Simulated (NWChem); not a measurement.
# tert-butylthiol (C4H10S); SMILES CC(C)(C)S

```xyz
15

C      0.7120     0.8456     1.2633
C     -0.0020     0.3443     0.0000
C      0.7120     0.8456    -1.2633
C     -1.4717     0.7942     0.0000
S     -0.0605    -1.5270     0.0000
H      0.7118     1.9439     1.2840
H      0.2154     0.4836     2.1687
H      1.7558     0.5125     1.2908
H      0.2154     0.4836    -2.1687
H      0.7118     1.9439    -1.2840
H      1.7558     0.5125    -1.2908
H     -2.0002     0.4318    -0.8883
H     -2.0002     0.4318     0.8883
H     -1.5206     1.8900     0.0000
H      1.2760    -1.7275     0.0000
```
Atoms are numbered in this order, from 1.

Program: NWChem. Geometry: optimised at B3LYP/6-31G* (spherical d). GIAO values for the isolated, static molecule; σ is the absolute isotropic shielding, δ = σ(reference) − σ with the isolated reference molecule computed at the same levels (13C: tetramethylsilane, 1H: tetramethylsilane).

For level BHandHLYP/pcSseg-1:

```
Item         Result
-----------  ------
δ C2 (ppm)     47.7
δ H15 (ppm)    1.88
```

Task: Estimate the same quantities for level PBE0/pcSseg-1.

Result: The δ C2 (ppm) is 49.6 and the δ H15 (ppm) comes out as 2.04.
